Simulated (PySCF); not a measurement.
BiF3, charge +1, doublet, geometry from GFN2-xTB (such geometries of metal compounds can be far from the true shape) (a state made from the parent by changing its charge; the spin is typed, not shown lowest) (core potentials on Bi); DF-SVWN5/def2-TZVPD (PySCF).

PySCF was given this input:
```python
from pyscf import gto, scf, dft
import numpy

mol = gto.M(
    atom='''
Bi    0.002903   -0.004092    0.277726
F    -1.347839   -1.005813   -0.854760
F    -0.221288    1.681109   -0.826949
F     1.542355   -0.637562   -0.879545
''',
    basis='def2-tzvpd',
    ecp={'Bi': 'def2-tzvpd'},
    charge=1,
    spin=1,
    verbose=4,
)
print('smallest overlap eigenvalue', numpy.linalg.eigvalsh(mol.intor('int1e_ovlp'))[0])

mf = dft.UKS(mol)
mf.xc = 'lda,vwn'
mf = mf.density_fit(auxbasis='def2-universal-jkfit')
mf = scf.addons.remove_linear_dep_(mf, threshold=1e-6, lindep=1e-6)
mf.kernel()
mf.analyze()
```

**Question.** What does PySCF print? Leave out banner, timings and long lists.

**Answer.** 
```
PySCF version 2.14.0

[INPUT] verbose = 4
[INPUT] num. atoms = 4
[INPUT] num. electrons = 49
[INPUT] charge = 1
[INPUT] spin (= nelec alpha-beta = 2S) = 1
[INPUT] symmetry False subgroup None
[INPUT] Mole.unit = angstrom
[INPUT] Symbol           X                Y                Z      unit          X                Y                Z       unit  Magmom
[...]
nuclear repulsion = 206.219955690412
number of shells = 60
number of NR pGTOs = 262
number of NR cGTOs = 176
basis = def2-tzvpd
ecp = {'Bi': 'def2-tzvpd'}
input.py:22: DeprecationWarning: remove_linear_dep_ is deprecated and will be removed in a future release. Linear dependency handling is now built into the SCF procedure by default. Linear dependency removal can be controlled using the following settings:
  pyscf.scf.hf.remove_overlap_zero_eigenvalue = True
  pyscf.scf.hf.overlap_zero_eigenvalue_threshold = 1e-6

  mf = scf.addons.remove_linear_dep_(mf, threshold=1e-6, lindep=1e-6)
smallest overlap eigenvalue 0.0009149557185737854

******** <class 'pyscf.df.df_jk.DFUKS'> ********
method = DFUKS
initial guess = minao
damping factor = 0
level_shift factor = 0
DIIS = <class 'pyscf.scf.diis.CDIIS'>
diis_start_cycle = 1
diis_space = 8
diis_damp = 0
SCF conv_tol = 1e-09
SCF conv_tol_grad = None
SCF max_cycles = 50
direct_scf = False
number electrons alpha = 25  beta = 24
XC library pyscf.dft.libxc version 7.1.2
    S. Lehtola, C. Steigemann, M. J. T. Oliveira, and M. A. L. Marques,  SoftwareX 7, 1–5 (2018)
XC functionals = lda,vwn
    P. A. M. Dirac,  Math. Proc. Cambridge Philos. Soc. 26, 376 (1930)
    F. Bloch,  Z. Phys. 57, 545 (1929)
    S. H. Vosko, L. Wilk, and M. Nusair,  Can. J. Phys. 58, 1200 (1980)
radial grids:
    Treutler-Ahlrichs [JCP 102, 346 (1995); DOI:10.1063/1.469408] (M4) radial grids

becke partition: Becke, JCP 88, 2547 (1988); DOI:10.1063/1.454033
pruning grids: <function nwchem_prune>
grids dens level: 3
symmetrized grids: False
atomic radii adjust function: <function treutler_atomic_radii_adjust>
small_rho_cutoff = 0
Set gradient conv threshold to 3.16228e-05
tot grids = 66232
init E= -477.719610559615

cycle= 1 E= -510.73167068757  delta_E=  -33  |g|= 1.78  |ddm|= 8.52
cycle= 2 E= -509.523890752829  delta_E= 1.21  |g|= 2.59  |ddm|= 5.39

cycle= 3 E= -511.588574243538  delta_E= -2.06  |g|= 0.823  |ddm|= 2.64
cycle= 4 E= -511.748488852355  delta_E= -0.16  |g|= 0.336  |ddm|= 0.741
cycle= 5 E= -511.786904163274  delta_E= -0.0384  |g|= 0.0971  |ddm|= 0.436
cycle= 6 E= -511.783005584418  delta_E= 0.0039  |g|= 0.132  |ddm|= 0.206
cycle= 7 E= -511.788721113957  delta_E= -0.00572  |g|= 0.0699  |ddm|= 0.229
cycle= 8 E= -511.789400187698  delta_E= -0.000679  |g|= 0.0575  |ddm|= 0.117
cycle= 9 E= -511.790725153475  delta_E= -0.00132  |g|= 0.0185  |ddm|= 0.0866
cycle= 10 E= -511.790881060173  delta_E= -0.000156  |g|= 0.00304  |ddm|= 0.028
cycle= 11 E= -511.790885098852  delta_E= -4.04e-06  |g|= 0.00113  |ddm|= 0.00664
cycle= 12 E= -511.790885676866  delta_E= -5.78e-07  |g|= 0.000274  |ddm|= 0.00137
cycle= 13 E= -511.790885706602  delta_E= -2.97e-08  |g|= 6.77e-05  |ddm|= 0.000286
cycle= 14 E= -511.790885707763  delta_E= -1.16e-09  |g|= 4.06e-05  |ddm|= 9.37e-05
cycle= 15 E= -511.790885708515  delta_E= -7.52e-10  |g|= 6.39e-06  |ddm|= 4.72e-05
Extra cycle  E= -511.790885706741  delta_E= 1.77e-09  |g|= 6.28e-05  |ddm|= 8.24e-05
converged SCF energy = -511.790885706741  <S^2> = 0.75291776  2S+1 = 2.0029156
**** SCF Summaries ****
Total Energy =                        -511.790885706740710
Nuclear Repulsion Energy =             206.219955690412036
One-electron Energy =                -1189.225328401450497
Two-electron Energy =                  471.214487004297723
Two-electron Coulomb Energy =          517.113377010721251
DFT Exchange-Correlation Energy =      -45.898890006423514
**** MO energy ****
                             alpha | beta                alpha | beta
[...]
WARN: Weak orthogonality for localized orbitals 1.4808642529829797e-09

spin_pop of  0 Bi 5s        0.00016
spin_pop of  0 Bi 6s        0.13344
spin_pop of  0 Bi 7s        0.00108
spin_pop of  0 Bi 8s        0.00004
spin_pop of  0 Bi 9s        0.00036
spin_pop of  0 Bi 10s        0.00005
spin_pop of  0 Bi 11s        0.00034
spin_pop of  0 Bi 5px      -0.00001
spin_pop of  0 Bi 5py      -0.00001
spin_pop of  0 Bi 5pz       0.00001
spin_pop of  0 Bi 6px      -0.00190
spin_pop of  0 Bi 6py      -0.00190
spin_pop of  0 Bi 6pz       0.00871
spin_pop of  0 Bi 7px      -0.00034
spin_pop of  0 Bi 7py      -0.00033
spin_pop of  0 Bi 7pz       0.00202
spin_pop of  0 Bi 8px      -0.00581
spin_pop of  0 Bi 8py      -0.00558
spin_pop of  0 Bi 8pz       0.01835
spin_pop of  0 Bi 9px      -0.00059
spin_pop of  0 Bi 9py      -0.00070
spin_pop of  0 Bi 9pz       0.00150
spin_pop of  0 Bi 5dxy      0.00107
spin_pop of  0 Bi 5dyz     -0.00099
spin_pop of  0 Bi 5dz^2    -0.00053
spin_pop of  0 Bi 5dxz     -0.00052
spin_pop of  0 Bi 5dx2-y2   -0.00098
spin_pop of  0 Bi 6dxy      0.00001
spin_pop of  0 Bi 6dyz      0.00000
spin_pop of  0 Bi 6dz^2     0.00000
spin_pop of  0 Bi 6dxz      0.00023
spin_pop of  0 Bi 6dx2-y2    0.00036
spin_pop of  0 Bi 7dxy      0.00084
spin_pop of  0 Bi 7dyz      0.00060
spin_pop of  0 Bi 7dz^2     0.00035
spin_pop of  0 Bi 7dxz      0.00012
spin_pop of  0 Bi 7dx2-y2    0.00016
spin_pop of  0 Bi 8dxy      0.00182
spin_pop of  0 Bi 8dyz      0.00000
spin_pop of  0 Bi 8dz^2     0.00008
spin_pop of  0 Bi 8dxz     -0.00003
spin_pop of  0 Bi 8dx2-y2   -0.00012
spin_pop of  0 Bi 5f-3     -0.00001
spin_pop of  0 Bi 5f-2     -0.00000
spin_pop of  0 Bi 5f-1      0.00004
spin_pop of  0 Bi 5f+0     -0.00000
spin_pop of  0 Bi 5f+1     -0.00001
spin_pop of  0 Bi 5f+2      0.00000
spin_pop of  0 Bi 5f+3      0.00067
spin_pop of  0 Bi 6f-3     -0.00004
spin_pop of  0 Bi 6f-2     -0.00011
spin_pop of  0 Bi 6f-1      0.00057
spin_pop of  0 Bi 6f+0     -0.00012
spin_pop of  0 Bi 6f+1     -0.00006
spin_pop of  0 Bi 6f+2      0.00005
spin_pop of  0 Bi 6f+3      0.00011
spin_pop of  1 F 1s       -0.00000
spin_pop of  1 F 2s        0.00019
spin_pop of  1 F 3s        0.00152
spin_pop of  1 F 4s        0.00021
spin_pop of  1 F 5s       -0.00002
spin_pop of  1 F 6s        0.00003
spin_pop of  1 F 2px       0.01339
spin_pop of  1 F 2py       0.00645
spin_pop of  1 F 2pz       0.26103
spin_pop of  1 F 3px       0.00034
spin_pop of  1 F 3py      -0.00008
spin_pop of  1 F 3pz      -0.00126
spin_pop of  1 F 4px      -0.00008
spin_pop of  1 F 4py      -0.00009
spin_pop of  1 F 4pz       0.00050
spin_pop of  1 F 5px       0.00000
spin_pop of  1 F 5py      -0.00003
spin_pop of  1 F 5pz       0.00061
spin_pop of  1 F 3dxy      0.00008
spin_pop of  1 F 3dyz      0.00004
spin_pop of  1 F 3dz^2    -0.00007
spin_pop of  1 F 3dxz      0.00011
spin_pop of  1 F 3dx2-y2   -0.00004
spin_pop of  1 F 4dxy      0.00015
spin_pop of  1 F 4dyz     -0.00008
spin_pop of  1 F 4dz^2    -0.00005
spin_pop of  1 F 4dxz     -0.00004
spin_pop of  1 F 4dx2-y2   -0.00012
spin_pop of  1 F 5dxy      0.00012
spin_pop of  1 F 5dyz     -0.00014
spin_pop of  1 F 5dz^2     0.00015
spin_pop of  1 F 5dxz     -0.00011
spin_pop of  1 F 5dx2-y2   -0.00019
spin_pop of  1 F 4f-3      0.00000
spin_pop of  1 F 4f-2      0.00001
spin_pop of  1 F 4f-1      0.00000
spin_pop of  1 F 4f+0      0.00000
spin_pop of  1 F 4f+1      0.00000
spin_pop of  1 F 4f+2      0.00000
spin_pop of  1 F 4f+3      0.00000
spin_pop of  2 F 1s       -0.00000
spin_pop of  2 F 2s        0.00019
spin_pop of  2 F 3s        0.00150
spin_pop of  2 F 4s        0.00020
spin_pop of  2 F 5s       -0.00002
spin_pop of  2 F 6s        0.00003
spin_pop of  2 F 2px       0.00165
spin_pop of  2 F 2py       0.02041
spin_pop of  2 F 2pz       0.25871
spin_pop of  2 F 3px      -0.00057
spin_pop of  2 F 3py       0.00086
spin_pop of  2 F 3pz      -0.00123
spin_pop of  2 F 4px      -0.00008
spin_pop of  2 F 4py      -0.00008
spin_pop of  2 F 4pz       0.00050
spin_pop of  2 F 5px      -0.00004
spin_pop of  2 F 5py       0.00003
spin_pop of  2 F 5pz       0.00060
spin_pop of  2 F 3dxy     -0.00005
spin_pop of  2 F 3dyz      0.00019
spin_pop of  2 F 3dz^2    -0.00007
spin_pop of  2 F 3dxz     -0.00004
spin_pop of  2 F 3dx2-y2    0.00009
spin_pop of  2 F 4dxy     -0.00012
spin_pop of  2 F 4dyz     -0.00001
spin_pop of  2 F 4dz^2    -0.00004
spin_pop of  2 F 4dxz     -0.00011
spin_pop of  2 F 4dx2-y2    0.00016
spin_pop of  2 F 5dxy     -0.00020
spin_pop of  2 F 5dyz     -0.00008
spin_pop of  2 F 5dz^2     0.00016
spin_pop of  2 F 5dxz     -0.00018
spin_pop of  2 F 5dx2-y2    0.00013
spin_pop of  2 F 4f-3      0.00000
spin_pop of  2 F 4f-2      0.00000
spin_pop of  2 F 4f-1      0.00000
spin_pop of  2 F 4f+0      0.00000
spin_pop of  2 F 4f+1      0.00000
spin_pop of  2 F 4f+2      0.00001
spin_pop of  2 F 4f+3      0.00000
spin_pop of  3 F 1s       -0.00000
spin_pop of  3 F 2s        0.00019
spin_pop of  3 F 3s        0.00153
spin_pop of  3 F 4s        0.00021
spin_pop of  3 F 5s       -0.00002
spin_pop of  3 F 6s        0.00003
spin_pop of  3 F 2px       0.01481
spin_pop of  3 F 2py       0.00308
spin_pop of  3 F 2pz       0.26293
spin_pop of  3 F 3px       0.00064
spin_pop of  3 F 3py      -0.00038
spin_pop of  3 F 3pz      -0.00128
spin_pop of  3 F 4px      -0.00008
spin_pop of  3 F 4py      -0.00009
spin_pop of  3 F 4pz       0.00050
spin_pop of  3 F 5px       0.00000
spin_pop of  3 F 5py      -0.00004
spin_pop of  3 F 5pz       0.00062
spin_pop of  3 F 3dxy      0.00002
spin_pop of  3 F 3dyz     -0.00001
spin_pop of  3 F 3dz^2    -0.00008
spin_pop of  3 F 3dxz      0.00016
spin_pop of  3 F 3dx2-y2    0.00002
spin_pop of  3 F 4dxy      0.00002
spin_pop of  3 F 4dyz     -0.00010
spin_pop of  3 F 4dz^2    -0.00007
spin_pop of  3 F 4dxz     -0.00001
spin_pop of  3 F 4dx2-y2    0.00001
spin_pop of  3 F 5dxy     -0.00003
spin_pop of  3 F 5dyz     -0.00017
spin_pop of  3 F 5dz^2     0.00014
spin_pop of  3 F 5dxz     -0.00008
spin_pop of  3 F 5dx2-y2   -0.00003
spin_pop of  3 F 4f-3      0.00000
spin_pop of  3 F 4f-2      0.00000
spin_pop of  3 F 4f-1      0.00000
spin_pop of  3 F 4f+0      0.00000
spin_pop of  3 F 4f+1      0.00000
spin_pop of  3 F 4f+2      0.00000
spin_pop of  3 F 4f+3      0.00000

WARN: Weak orthogonality for localized orbitals 1.4808642529829797e-09

In total            25.00000 | 24.00000

WARN: System has nonzero charge 1; the dipole moment is origin-dependent.
Location of origin: [0. 0. 0.]

Dipole moment(X, Y, Z, Debye):  0.04057, -0.05818,  3.90425
```
